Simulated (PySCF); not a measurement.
## Removal energies of Au⁶⁹⁺ from EOM-IP-GCCSD

Reference: closed-shell Au⁶⁹⁺, [Ne]; one electron is removed. Calculated with PySCF 2.14, two-component X2C-1e with screened spin-orbit coupling, an even-tempered Gaussian basis (16 s from 14 bohr⁻², ratio 2.6; 14 p from 18 bohr⁻², ratio 2.6; 6 d from 18 bohr⁻², ratio 2.8; 3 f from 380 bohr⁻², ratio 2.8); frozen 1s2; the 50 highest virtual spinors dropped; of the others 52 kept and the rest restored at second order. No Breit or QED terms. Binding energies in eV.

```
level  Koopmans  second order  EOM-CCSD
2s1/2   20496.1       20492.5   20492.6
2p1/2   19968.3       19965.3   19965.4
2p3/2   18065.6       18063.8   18063.8
```

For comparison, the ionisation energy of Au⁶⁹⁺ is 18040 ± 50 eV (theoretical estimate listed by NIST; NIST Atomic Spectra Database, ionization energies).
